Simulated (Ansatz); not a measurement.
Job for Ansatz (an electronic-structure program): R-wB97X-V/def2-TZVPP on BrGaH2O2 (SMILES [OH][Ga]([OH])[Br]), a point of a torsion scan.

Ansatz 0.2 input:
```yaml
crystal:
  periodic: [false, false, false]
  atoms:
    - {symbol: O, position_ang: [-0.97113137, -1.09831644, 0.50966818]}
    - {symbol: Ga, position_ang: [-0.48360869, 0.55060701, 0.73366171]}
    - {symbol: O, position_ang: [-0.39904565, 1.80694154, -0.45839485]}
    - {symbol: Br, position_ang: [0.10748494, 1.12779809, 2.81176836]}
    - {symbol: H, position_ang: [-1.25400257, -1.52124814, -0.29827020]}
    - {symbol: H, position_ang: [-0.61090165, 1.75107371, -1.38772369]}
basis:
  gaussian:
    orbitals: def2-TZVPP
hamiltonian:
  xc: {name: wB97X-V}
scf: {lower_state_search: off}
```

The head of its log:

```
WARN ansatz: RAYON_NUM_THREADS=1 ignored (pool sized by the plan → 1); use --threads N
Functional definition: wB97X-V
these checks for a lower state are left out or cut short: stability, starts, cluster_reference, orbital_swaps, neighbouring_geometries, increment
integrals: 0.16 GiB planned
1236 factors; their error is unknown
integrals: 0.19 GiB planned
224 factors; integrals over basis functions are off by at most 5.5e-5 eV
mean field: 1.36 GiB planned
mean field evaluation 1: about -126534.9822 eV, gradient 7.2e1 eV
mean field evaluation 2: about -126531.7101 eV, gradient 8.8e1 eV
```

Task: What total energy does the run end on?

Result: -4650.3836 hartree.
